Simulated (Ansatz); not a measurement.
Basis-set extrapolation for CH₈ClNOSi₂, SMILES `CO[SiH2]N[SiH2]Cl` (PBE0-D4/def2-TZVP geometry, frozen core, the Gaussian-basis code of Ansatz). Multiplicity 1, RHF reference.

```
                       def2-TZVPP    def2-QZVPP
                 HF  -1209.470819  -1209.511087
    MP2 correlation     -1.052257     -1.136551
CCSD(T) correlation     -1.158753       not run
```

Energies in hartree. Use E(X) = E(∞) + A·exp(−7.88·√X) for Hartree–Fock and E(X) = E(∞) + B·X^(−2.97) for correlation, with X = 3 and 4, and add CCSD(T) minus MP2 of the smaller set to the MP2 limit.

Q: What is the CCSD(T) energy at the basis-set limit?

A: HF limit: -1209.511087 + (-0.040268) × 0.13774 = -1209.51663. MP2 limit: -1.136551 + (-0.084294) × 0.74074 = -1.19899. Higher-order term: -1.158753 − (-1.052257) = -0.10650. Total: -1210.82212 hartree, 505.5 kJ/mol below CCSD(T)/def2-TZVPP.
